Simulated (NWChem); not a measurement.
CBrClF₂; SMILES FC(F)(Cl)Br

All runs: NWChem. Medium grid unless said otherwise, to which SCAN and Minnesota functionals are sensitive. Geometry: optimised at B3LYP/6-31G* (spherical d). Hybrids' shares of exact exchange are those that their runs print; pure functionals count as 0. The functionals differ in more than this share.

```csv
row,share of exact exchange,highest occupied level (eV)
PBE/def2-SVP,0.00,-7.29
SCAN/def2-SVP,0.00,-7.80
B3LYP/def2-SVP,0.20,-8.41
M06/def2-SVP,0.27,-8.84
MPW1K/def2-SVP,0.43,withheld
```

### Question
Fit a straight line of the last column on the one before it, predict the withheld value, and compare with the run.

### Answer

1. Means of the 4 shown rows: x = 0.118, y = -8.085. Slope Σ(x − x̄)(y − ȳ)/Σ(x − x̄)² = -0.2689/0.05768 = -4.661; intercept -7.537.
2. The shown rows scatter about the line by 0.184 (root mean square); the largest residual is -0.26, at SCAN/def2-SVP.
3. At x = 0.43 (MPW1K/def2-SVP; beyond the shown range) the line gives -9.54.
4. The run gives -9.89, -0.35 from the line, 1.9 times the scatter.
